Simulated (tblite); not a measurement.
Record of a relaxation.

Compound: C6H11AlClN.
Atom-mapped SMILES: `[CH2:1]=[C:2]([CH3:3])[Al@@-:4]([CH3:5])([Cl:6])[N+:7]#[C:8][CH3:9]` (hydrogens: H10, H11 on C1; H12, H13, H14 on C3; H15, H16, H17 on C5; H18, H19, H20 on C9)
Bond orders are those of one Lewis drawing.

Computed with GFN2-xTB (tblite), gas phase: L-BFGS steps from a force-field or distance-geometry start until the largest atomic force falls under 0.01 eV/Å. 6 of its 223 geometries are shown.

Step 0: E = -733.7143 eV, largest atomic force 3.636 eV/Å
```
atom  x, y, z in Å  |  force x, y, z in eV/Å
C1     -2.461   -0.532    1.353   -0.132   0.010   0.078
C2     -1.694   -0.301    0.279   -0.099  -0.658   0.985
C3     -2.013   -1.060   -0.949   -0.666  -0.903  -0.724
Al4    -0.221    0.965    0.452   -1.191   1.729   1.937
C5     -0.239    2.404   -0.898    1.272  -0.113   0.069
Cl6    -0.294    1.874    2.491    0.416  -0.679  -1.264
N7      1.383    0.002    0.314    3.122  -1.827  -0.373
C8      2.400   -0.586    0.218   -0.938   0.555   0.310
C9      3.670   -1.320    0.095   -0.544   0.954   0.667
H10    -3.316   -1.235    1.307    0.437   0.556   0.216
H11    -2.275   -0.005    2.295   -0.200  -0.411  -0.407
H12    -1.292   -1.901   -1.115   -0.534   0.726  -0.015
H13    -2.041   -0.401   -1.822    0.282  -0.207   0.050
H14    -3.037   -1.481   -0.839    0.590  -0.057  -0.260
H15     0.027    1.979   -1.880   -0.347   0.552   0.051
H16     0.575    3.129   -0.627   -0.781  -0.187  -0.436
H17    -1.213    2.902   -0.904    0.373  -0.012  -0.229
H18     4.515   -0.699    0.485   -0.743  -0.242  -0.210
H19     3.659   -2.246    0.712   -0.199   0.519  -0.679
H20     3.864   -1.478   -0.970   -0.119  -0.307   0.235
```

Step 44: E = -734.5035 eV, largest atomic force 0.044 eV/Å
```
atom  x, y, z in Å  |  force x, y, z in eV/Å
C1     -2.546   -0.643    1.435   -0.009  -0.008  -0.006
C2     -1.746   -0.347    0.411    0.036   0.016   0.017
C3     -1.953   -1.032   -0.916    0.004   0.017   0.022
Al4    -0.365    1.098    0.575   -0.015  -0.041   0.008
C5     -0.160    2.403   -0.925    0.015   0.003  -0.015
Cl6     0.175    1.665    2.473    0.001   0.010   0.003
N7      1.276   -0.015    0.107    0.010  -0.008  -0.010
C8      2.288   -0.551    0.119   -0.001  -0.017   0.010
C9      3.542   -1.230    0.117   -0.012   0.005   0.001
H10    -3.356   -1.362    1.365   -0.019  -0.015   0.014
H11    -2.419   -0.177    2.403    0.014  -0.001  -0.022
H12    -1.156   -1.757   -1.084    0.003   0.018  -0.015
H13    -1.905   -0.298   -1.720    0.002  -0.012  -0.012
H14    -2.909   -1.553   -0.966   -0.004   0.000   0.008
H15     0.036    1.895   -1.873   -0.013  -0.015  -0.039
H16     0.661    3.113   -0.785    0.021   0.024   0.016
H17    -1.054    3.010   -1.093   -0.025   0.017   0.011
H18     4.307   -0.580    0.544   -0.020  -0.015   0.000
H19     3.462   -2.138    0.715    0.014   0.016  -0.005
H20     3.816   -1.490   -0.905   -0.002   0.003   0.014
```

Step 89: E = -734.5147 eV, largest atomic force 0.065 eV/Å
```
atom  x, y, z in Å  |  force x, y, z in eV/Å
C1     -2.462   -0.701    1.443    0.020   0.006  -0.002
C2     -1.720   -0.349    0.394    0.015  -0.005  -0.017
C3     -1.986   -0.997   -0.940    0.002  -0.002  -0.059
Al4    -0.331    1.094    0.489   -0.003   0.007  -0.019
C5     -0.203    2.456   -0.974    0.010   0.007  -0.035
Cl6     0.315    1.616    2.370    0.004   0.023   0.008
N7      1.276   -0.054   -0.062   -0.008   0.003   0.022
C8      2.278   -0.590    0.089    0.013   0.011  -0.038
C9      3.526   -1.260    0.243   -0.020   0.004  -0.013
H10    -3.246   -1.450    1.386   -0.012   0.017   0.026
H11    -2.313   -0.251    2.413    0.019  -0.009   0.029
H12    -1.097   -1.529   -1.285   -0.039   0.027   0.009
H13    -2.208   -0.225   -1.678   -0.001  -0.057   0.010
H14    -2.821   -1.699   -0.892    0.037   0.025  -0.034
H15    -0.311    2.018   -1.972   -0.001   0.011   0.064
H16     0.749    3.004   -0.980   -0.056  -0.029   0.014
H17    -0.985    3.221   -0.896    0.045  -0.033   0.000
H18     4.237   -0.594    0.734   -0.026  -0.005   0.005
H19     3.383   -2.152    0.852    0.014  -0.004   0.008
H20     3.915   -1.545   -0.736   -0.011   0.002   0.019
```

Step 133: E = -734.5250 eV, largest atomic force 0.055 eV/Å
```
atom  x, y, z in Å  |  force x, y, z in eV/Å
C1     -2.151   -0.866    1.449    0.021  -0.008  -0.012
C2     -1.647   -0.350    0.327    0.014  -0.026   0.017
C3     -2.070   -0.912   -1.005   -0.019  -0.017   0.023
Al4    -0.320    1.154    0.380   -0.008   0.002   0.009
C5     -0.242    2.530   -1.064    0.016  -0.030  -0.003
Cl6     0.359    1.694    2.248   -0.002   0.011  -0.012
N7      1.260   -0.029   -0.179   -0.008   0.020  -0.017
C8      2.210   -0.608    0.099    0.027   0.010   0.036
C9      3.400   -1.313    0.439    0.013  -0.021  -0.006
H10    -2.863   -1.684    1.461   -0.003   0.004   0.007
H11    -1.864   -0.478    2.416   -0.021  -0.003   0.011
H12    -1.195   -1.119   -1.620    0.049  -0.002  -0.019
H13    -2.669   -0.177   -1.538   -0.032   0.041  -0.017
H14    -2.653   -1.828   -0.899   -0.007   0.008   0.006
H15    -0.703    2.189   -1.994   -0.012  -0.011  -0.023
H16     0.782    2.823   -1.319    0.018   0.001   0.008
H17    -0.754    3.458   -0.793   -0.024   0.020   0.013
H18     4.035   -0.667    1.046   -0.015   0.003  -0.010
H19     3.149   -2.206    1.010   -0.026  -0.001   0.003
H20     3.931   -1.601   -0.467    0.020  -0.003  -0.012
```

Step 178: E = -734.5339 eV, largest atomic force 0.018 eV/Å
```
atom  x, y, z in Å  |  force x, y, z in eV/Å
C1     -1.905   -1.013    1.442    0.001  -0.007   0.013
C2     -1.556   -0.345    0.343    0.008   0.009  -0.003
C3     -2.083   -0.785   -0.998    0.000  -0.001   0.009
Al4    -0.334    1.249    0.383   -0.001  -0.006  -0.008
C5     -0.316    2.515   -1.159   -0.002  -0.004  -0.009
Cl6     0.241    1.930    2.235    0.005   0.003   0.005
N7      1.341    0.158   -0.052   -0.003   0.002  -0.013
C8      2.214   -0.541    0.202    0.005   0.001   0.001
C9      3.306   -1.405    0.503   -0.005  -0.002   0.000
H10    -2.563   -1.877    1.431    0.000   0.002  -0.001
H11    -1.549   -0.711    2.417   -0.001   0.001  -0.003
H12    -1.260   -0.893   -1.704    0.000  -0.003  -0.003
H13    -2.749   -0.019   -1.394   -0.001   0.002  -0.007
H14    -2.630   -1.727   -0.939   -0.001  -0.010  -0.001
H15    -0.694    2.059   -2.077    0.005   0.008   0.005
H16     0.695    2.873   -1.387   -0.011   0.012   0.007
H17    -0.919    3.415   -0.995    0.002   0.001  -0.001
H18     3.983   -0.898    1.190    0.001  -0.006   0.000
H19     2.932   -2.315    0.970   -0.005  -0.002   0.004
H20     3.840   -1.659   -0.413    0.004   0.000   0.003
```

Step 222: E = -734.5391 eV, largest atomic force 0.009 eV/Å
```
atom  x, y, z in Å  |  force x, y, z in eV/Å
C1     -1.694   -1.048    1.428    0.003  -0.006  -0.003
C2     -1.452   -0.341    0.324   -0.006   0.000   0.002
C3     -2.050   -0.775   -0.988   -0.001  -0.001  -0.006
Al4    -0.293    1.304    0.333    0.001   0.000  -0.007
C5     -0.392    2.586   -1.190    0.009   0.001   0.000
Cl6     0.308    1.992    2.174    0.000   0.002   0.006
N7      1.401    0.244   -0.132   -0.003   0.005  -0.001
C8      2.189   -0.528    0.180   -0.007  -0.001   0.000
C9      3.164   -1.492    0.564    0.005  -0.001  -0.004
H10    -2.315   -1.938    1.440   -0.001   0.002   0.000
H11    -1.284   -0.752    2.383    0.000   0.003   0.006
H12    -1.267   -0.866   -1.741    0.007  -0.002  -0.003
H13    -2.747   -0.015   -1.340    0.001   0.001   0.002
H14    -2.579   -1.726   -0.908   -0.001  -0.002   0.005
H15    -0.579    2.090   -2.145   -0.002  -0.001  -0.002
H16     0.534    3.159   -1.314   -0.003  -0.002   0.001
H17    -1.186    3.330   -1.074   -0.003   0.005   0.001
H18     3.796   -1.068    1.344    0.005   0.002   0.004
H19     2.660   -2.378    0.951   -0.004  -0.003  -0.003
H20     3.778   -1.766   -0.293    0.000  -0.002   0.001
```

**Question.** Summarise the path.

**Answer.** The energy falls by 19.02 kcal/mol from step 0 to step 222; nine tenths of that is first reached at step 17. It rises by more than 0.2 meV at step 132. The largest force goes from 3.636 to 0.009 eV/Å. Among the bonds Al4–Cl6 changes most, from 2.233 to 2.056 Å; the atoms move by 0.787 Å rms after alignment.

The cost below is that of the whole relaxation. Time: 3.7 s wall. Hardware: Arm Neoverse N1, one thread, on a shared host.
